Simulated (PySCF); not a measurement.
H6W, SMILES [WH6-], charge -1, multiplicity 2.

The structure is a stationary point at B3LYP-D3(BJ)/def2-TZVPD. The geometry has at least one imaginary mode, so it is a saddle point at that level. The multiplicity is an assumed one; other spin states were not compared. The def2 effective core potentials stand for the cores of W; spin–orbit coupling is left out.

These are PySCF with r2SCAN/def2-TZVPD values and carry that method's errors.

Problem. Estimate the frontier levels, dipole moment and polarisability. (An estimate is asked for; the answer gives what the named calculation found.)

Solution. 
- α spin, highest occupied and lowest empty level: -1.73 and -0.76 eV
- β spin, highest occupied and lowest empty level: -1.66 and -0.24 eV
- dipole moment about the centre of nuclear charge: 0.00 D
- mean static polarisability: 87.7 bohr³ (12.99 Å³)
- polarisability, principal values: 86.0, 88.5, 88.5 bohr³
- ⟨S²⟩: 0.759 (pure state 0.75)
